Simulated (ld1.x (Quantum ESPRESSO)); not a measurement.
**Which change was made? (Cr, TM semilocal)**

* Element: chromium (Cr)
* Generator: ld1.x (Quantum ESPRESSO) 7.5
* Type: norm-conserving Troullier–Martins (semilocal form)
* Functional: LDA (PZ)
* Relativity: scalar-relativistic
* Frozen core: [Ar]
* Valence charge: 6
* Reference configuration: 3d5 4s1 4p0
* Partial waves: 4s (bound): rc 2.80 bohr; 3d (bound): rc 1.00 bohr; 4p (bound, empty): rc 3.00 bohr
* Local potential: the p channel
* Core correction: a·sin(br)/r model core inside 0.95 bohr

Cutoffs, loose and tight: the cutoffs (Ry, on a coarse ladder) from which the occupation-weighted sum of valence levels, in a spherical-Bessel basis at the reference potential, stays within 10 and 1 mRy of its value at 400 Ry. They do not see the model core or the augmentation charge, which bear on the density cutoff. Test errors are all-electron minus pseudo excitation energies from the reference, over the configurations 3d5 4s0 4p0; 3d4 4s0 4p0; 3d3 4s0 4p0; 3d2 4s0 4p0; 3d5 4s0 4p1; 3d4 4s1 4p1; 3d6 4s0 4p0 (two spin-polarised tests are not counted in the largest error); variants that change the core or the reference have their own tests. The largest error is taken over the tests solved by every variant that gives reliable tests at all, those not shown here included: 3d2 4s0 4p0; 3d3 4s0 4p0; 3d4 4s0 4p0; 3d4 4s1 4p1; 3d5 4s0 4p0; 3d5 4s0 4p1.

The base gives: outcome: generated; cutoff, loose: 180 Ry; cutoff, tight: 200 Ry; bound ghosts: none; largest test error (meV): -2996.

**Question.** After one change the result is: outcome: generated; cutoff, loose: 140 Ry; cutoff, tight: 180 Ry; bound ghosts: none; largest test error (meV): -3143. Which change was it?
A. all radii but the core radius scaled by about 1.14 (s 3.20, p 3.44, d 1.14 bohr)
B. all radii but the core radius scaled by about 1.26 (s 3.52, p 3.78, d 1.26 bohr)
C. all radii but the core radius scaled by about 0.79 (s 2.22, p 2.38, d 0.80 bohr)

**Answer.** A. The others give: all radii but the core radius scaled by about 1.26 (s 3.52, p 3.78, d 1.26 bohr) → outcome: generated; cutoff, loose: 120 Ry; cutoff, tight: 140 Ry; bound ghosts: none; largest test error (meV): -3248 | all radii but the core radius scaled by about 0.79 (s 2.22, p 2.38, d 0.80 bohr) → outcome: generated; cutoff, loose: 230 Ry; cutoff, tight: 300 Ry; bound ghosts: none; largest test error (meV): -2964.
